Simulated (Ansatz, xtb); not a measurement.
Relaxing a trial structure of CHAgO

The starting geometry of this gas-phase singlet has its atoms placed at random.

```xyz
4

C     0.5812    0.7652    0.6476
Ag    0.9345    0.2256   -1.1375
O    -0.6054   -1.5419    0.3350
H    -0.1686   -0.9984    1.2047
```

**Question.** Guess where an optimisation with r2SCAN-D4/def2-SVP ends from this start.

**Answer.** It ends as `O[C][Ag]`. Distances that change by over a tenth: O3–H4 (1.11 → 0.98 Å). Contacts that close: C1–O3 (2.61 → 1.29 Å).

The energy falls by 5.35 eV over 12 steps:

```
step  E − E(last) (eV)
   1             5.349
   2             4.432
   3             3.413
   5             0.850
   6             0.171
   7             0.144
   8             0.052
  10             0.000
  11             0.000
  12             0.000
```

Final geometry (Å):

```yaml
atoms:
  - { symbol: C, position_ang: [0.3979, 0.1403, 0.4542] }
  - { symbol: Ag, position_ang: [1.0186, 0.4376, -1.4912] }
  - { symbol: O, position_ang: [-0.1940, -1.0030, 0.5778] }
  - { symbol: H, position_ang: [-0.4808, -1.1243, 1.5091] }
```

From the same start GFN2-xTB reaches the same bonding as this run.

From so rough a start the end depends on the optimiser's path, so another program may land elsewhere. No frequencies were run, so the end isn't proven a minimum. Atoms past krypton carry core potentials, without spin–orbit terms. Run with Ansatz 0.2.0, 12 s on 2 threads of Arm Neoverse V2, on a shared host.
